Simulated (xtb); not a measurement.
The xtb input:
```
$ xtb mol.xyz --gfn 2 --opt --json

# file mol.xyz
3

F      0.01293467     0.03224765    -1.14814566
B     -0.03012391     0.01218577     0.09621353
O     -0.02183037    -0.01734108     1.20354462
```

Q: Predict the dipole moment from GFN2-xTB (xtb).

A: 1.44 D

Q: What total energy at the end of the optimisation does GFN2-xTB give?

A: -10.123073 Ha

Q: Predict the HOMO-LUMO gap from GFN2-xTB.

A: 9.38 eV
